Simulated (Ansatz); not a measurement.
A run for Ansatz (an electronic-structure program): R-CCSD(T)/aug-cc-pVDZ on BH3 (SMILES B) with ghost functions.

Ansatz 0.2 input:
```yaml
crystal:
  periodic: [false, false, false]
  atoms:
    - {symbol: B, position_ang: [0.21063250, 0.24930107, 0.78962312]}
    - {symbol: H, position_ang: [0.61722313, -0.76718016, 0.28698297]}
    - {symbol: H, position_ang: [-0.85291573, 0.63723910, 0.39399765]}
    - {symbol: H, position_ang: [1.03722783, 1.09088237, 1.00556400]}
basis:
  gaussian:
    orbitals: aug-cc-pVDZ
    ghost_atoms:
      - {symbol: O, position_ang: [-0.19007776, -0.24781612, 2.39681354]}
      - {symbol: H, position_ang: [-0.84490733, -0.95700487, 2.35264028]}
      - {symbol: H, position_ang: [0.59934588, -0.61042386, 2.81993076]}
magnetization: {spin_polarized: false}
correlation: {method: ccsd_t, electrons: outside_noble_gas}
scf: {lower_state_search: off}
```

It printed:

```
WARN ansatz: RAYON_NUM_THREADS=1 ignored (pool sized by the plan → 1); use --threads N
Functional definition: HF
these checks for a lower state are left out or cut short: stability, starts, cluster_reference, orbital_swaps, neighbouring_geometries, increment
integrals: 0.09 GiB planned
774 factors; integrals over basis functions are off by at most 9.7e-4 eV
mean field: 0.11 GiB planned
mean field evaluation 1: about -717.3571 eV, gradient 9.8e0 eV
mean field evaluation 2: about -717.3546 eV, gradient 9.8e0 eV
mean field evaluation 4: about -717.7641 eV, gradient 2.3e-1 eV
mean field evaluation 8: about -717.7644 eV, gradient 3.1e-4 eV
mean field -717.76442031 eV, -26.3773559280 hartree, gradient 1.1e-6 eV, S^2 0.000000; 0 other end points of the search recorded, 0 dependent functions left out
1 core orbitals not correlated
reference -717.76442031 eV, -26.3773559280 hartree; 3, 3 occupied and 87, 87 virtual orbitals, 774 factors
second order -2.65078557 eV of doubles, -0.00000000 eV of singles
coupled cluster: 0.29 GiB planned
cycle   1  -3.14426568 eV  change   -4.9e-1 eV  update   4.5e-2
cycle   2  -3.31001991 eV  change   -1.7e-1 eV  update   1.5e-2
cycle   3  -3.31257641 eV  change   -2.6e-3 eV  update   2.7e-3
cycle   4  -3.31253831 eV  change    3.8e-5 eV  update   7.5e-4
cycle   5  -3.31246807 eV  change    7.0e-5 eV  update   2.6e-4
cycle   6  -3.31244267 eV  change    2.5e-5 eV  update   7.4e-5
cycle   7  -3.31245439 eV  change   -1.2e-5 eV  update   2.4e-5
cycle   8  -3.31245989 eV  change   -5.5e-6 eV  update   6.7e-6
perturbative correction -0.05252322 eV, -0.0019301928 hartree
Total energy: -721.12940342 eV, -26.5010167767 hartree
Checks for a lower state left out: stability, starts, cluster_reference, orbital_swaps, neighbouring_geometries, increment
```

The calculation finished and met its thresholds.

Cost: roughly 1.8 core-seconds.
